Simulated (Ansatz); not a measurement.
A run for Ansatz (a quantum-chemistry and plane-wave program): R-PBE0/def2-TZVPP on H5NSi2 (SMILES N[Si][SiH3]), a point of a torsion scan.

Ansatz 0.2 input:
```yaml
crystal:
  periodic: [false, false, false]
  atoms:
    - {symbol: N, position_ang: [1.78527235, 0.14556947, 0.14181154]}
    - {symbol: Si, position_ang: [0.35719326, -0.80838020, 0.39897598]}
    - {symbol: Si, position_ang: [0.71002943, -2.34703588, 2.05822176]}
    - {symbol: H, position_ang: [1.74732672, 1.14420828, 0.26174671]}
    - {symbol: H, position_ang: [2.70214439, -0.17864353, 0.42607929]}
    - {symbol: H, position_ang: [0.06391758, -3.59846028, 1.61927887]}
    - {symbol: H, position_ang: [1.91320865, -2.81604219, 2.77402662]}
    - {symbol: H, position_ang: [-0.15199876, -1.83292454, 3.14473651]}
basis:
  gaussian:
    orbitals: def2-TZVPP
hamiltonian:
  xc: {name: PBE0}
scf: {lower_state_search: off}
```

The log:

```
WARN ansatz: RAYON_NUM_THREADS=1 ignored (pool sized by the plan → 1); use --threads N
Functional definition: PBE0
these checks for a lower state are left out or cut short: stability, starts, cluster_reference, orbital_swaps, neighbouring_geometries, increment
integrals: 0.09 GiB planned
1032 factors; their error is unknown
mean field: 0.79 GiB planned
mean field evaluation 1: about -17311.6495 eV, gradient 5.8e1 eV
mean field evaluation 2: about -17289.9380 eV, gradient 1.0e2 eV
mean field evaluation 4: about -17318.1207 eV, gradient 4.3e0 eV
mean field evaluation 8: about -17318.1687 eV, gradient 5.8e-2 eV
mean field evaluation 16: about -17318.2032 eV, gradient 3.7e-5 eV
mean field -17318.20320301 eV, -636.4322290107 hartree, gradient 3.1e-6 eV, S^2 0.000000; 0 other end points of the search recorded, 0 dependent functions left out
reference -17318.20323279 eV, -636.4322301052 hartree; 20, 20 occupied and 165, 165 virtual orbitals, 1032 factors
Total energy: -17318.20323279 eV, -636.4322301052 hartree
Checks for a lower state left out: stability, starts, cluster_reference, orbital_swaps, neighbouring_geometries, increment
```

The calculation finished and met its thresholds.

Cost: roughly 1.8 core-seconds.
